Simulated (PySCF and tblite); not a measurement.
Results of a calculation; reference values are marked as such.
C₆H₇NS, numbered as in [CH3:1][S:2]/[CH:3]=[CH:4]/[CH:5]=[CH:6]\[C:7]#[N:8]. Conformers came from 90 starts (ETKDG and KDG, MMFF94s, GFN2-xTB); geometries are GFN2-xTB. Energies: PBE0-D3(BJ)/def2-SVP (IEF-PCM, cyclohexane), with GFN2-xTB thermal terms (modes under about 100 cm⁻¹ blended into free rotors). Symmetry numbers and mirror images are counted. Conformers within 2.5 kcal/mol (GFN2-xTB free energy) were kept, 4 at most. GIAO shieldings: KT3/pcSseg-1 (IEF-PCM, cyclohexane). Shifts are against TMS (¹H), TMS (¹³C) at the same level. Codes: tblite and PySCF.

Torsions listed: C1–S2–C3–C4, C3–C4–C5–C6.

```tsv
conformer	shape	point group	mirror pair	ΔE(DFT)	Δ(G−E) at 350 K	δ C3 (ppm)
1	0°, 180°	Cs	no	0.00	0.00	139.1
2	180°, 180°	Cs	no	2.11	-0.62	144.6
3	180°, 0°	Cs	no	4.51	-0.53	146.0
```

Energies in kcal/mol; the thermal term leaves out symmetry numbers and mirror images.

Question: Work out the weights at 350 K and the ¹³C shift of C3 under fast exchange.

Answer: RT = 0.696 kcal/mol. Each conformer gets RT ln(σ/g), with σ the rotational symmetry number and g = 2 for a mirror pair: 1: σ = 1, g = 1, G = 0.00 + 0.00 + 0.00 = 0.00, 0.00 above the lowest, exp(−ΔG/RT) = 1.000; 2: σ = 1, g = 1, G = 2.11 − 0.62 + 0.00 = 1.49, 1.49 above the lowest, exp(−ΔG/RT) = 0.117; 3: σ = 1, g = 1, G = 4.51 − 0.53 + 0.00 = 3.98, 3.98 above the lowest, exp(−ΔG/RT) = 0.003. The sum is 1.120, so the weights are 89.3, 10.5, 0.3 %. The averaged shift is 139.7 ppm. At 298.15 K it is 139.5 ppm. At 298.15 K the leading conformer alone gives 139.1 ppm and bare DFT energies give 139.2 ppm.

The minima are those of GFN2-xTB; planar forms about aryl–S or allylic bonds may be saddles in DFT.
